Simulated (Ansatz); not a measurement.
(1) Predict a relaxed structure of GeMe3(OSiMe3) (C₆H₁₈GeOSi), charge 0, singlet, at PBE0-D4/def2-SVP (Ansatz).

## Answers

(1) 
```xyz
27

Ge   -0.8730    1.2791    0.5897
C    -1.2814    2.9833   -0.2487
H    -0.3520    3.5122   -0.5056
H    -1.8730    3.6188    0.4274
H    -1.8556    2.8226   -1.1728
C    -2.4838    0.2536    0.9813
H    -3.1447    0.8141    1.6602
H    -2.2309   -0.7045    1.4584
H    -3.0357    0.0436    0.0534
C     0.2339    1.4928    2.1803
H     1.1964    1.9542    1.9147
H     0.4340    0.5190    2.6509
H    -0.2689    2.1360    2.9188
O     0.0718    0.3837   -0.6309
Si    0.8691   -1.0572   -0.8438
C     2.2979   -1.1953    0.3714
C     1.5189   -1.0682   -2.6009
C    -0.3107   -2.4991   -0.5832
H     2.8784   -2.1157    0.1962
H     1.9421   -1.2195    1.4138
H     2.9838   -0.3393    0.2700
H     2.2011   -0.2200   -2.7687
H     2.0684   -1.9978   -2.8195
H     0.6919   -0.9816   -3.3232
H    -0.6756   -2.5405    0.4556
H    -1.1873   -2.4146   -1.2451
H     0.1849   -3.4594   -0.7996
```
 This is one stationary point.
